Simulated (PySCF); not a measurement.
## Electric field gradients and quadrupole coupling constants

Species: C₉H₇FO.
Cartesian coordinates in Å at the GFN2-xTB level; atoms count from 1:
```
atom  x, y, z in Å
C1     3.0136    0.3382    0.8131
C2     2.1086    0.7158   -0.0835
C3     0.7097    0.2947   -0.1449
C4    -0.1412    1.0962   -0.8630
C5    -1.5281    0.9694   -1.0693
C6    -2.3974    0.0515   -0.5787
F7    -3.6796    0.2188   -0.9519
C8    -2.2160   -1.1125    0.2970
O9    -3.1805   -1.7647    0.6651
C10   -0.8662   -1.4990    0.6901
C11    0.3396   -0.9184    0.5147
H12    2.7990   -0.3436    1.6183
H13    4.0175    0.7248    0.7823
H14    2.3959    1.4407   -0.8348
H15    0.3025    1.9626   -1.3382
H16   -1.9796    1.7268   -1.7001
H17   -0.8849   -2.4339    1.2394
H18    1.1782   -1.4611    0.9327
```

Field gradients from the PBE0/pcSseg-1 density (PySCF, non-relativistic), principal values in atomic units, ordered |Vxx| ≤ |Vyy| ≤ |Vzz|:

```json
{"atom": "O9", "Vxx": "0.7399", "Vyy": "1.1925", "Vzz": "-1.9324"}
```

Question: Find the asymmetry η = (Vxx − Vyy)/Vzz and the couplings χ = eQV/h (234.96 MHz × Q in barn × V in au), with Q(17O) = −0.0256 b.

Answer: 
| atom | environment | nucleus | η | χzz (MHz) | χxx (MHz) | χyy (MHz) |
| --- | --- | --- | --- | --- | --- | --- |
| O9 | carbonyl oxygen | 17O | 0.23 | 11.62 | -4.45 | -7.17 |

Question: What is Vzz at O9 in SI units (1 au = 9.71736 × 10²¹ V/m²)?

Answer: -1.9324 au = -18.778 × 10²¹ V/m².

Were the hydrogens deuterons (Q(2H) = 0.00286 b), χzz would run from 210 kHz (H17 and H16) to 226 kHz (H13 and H12).

Geometry: GFN2-xTB, one conformer, isolated molecule. GFN2-xTB bond lengths can be off by several hundredths of an ångström, more for odd bonds, and the gradients follow them. These gradients aren't converged with respect to the basis.
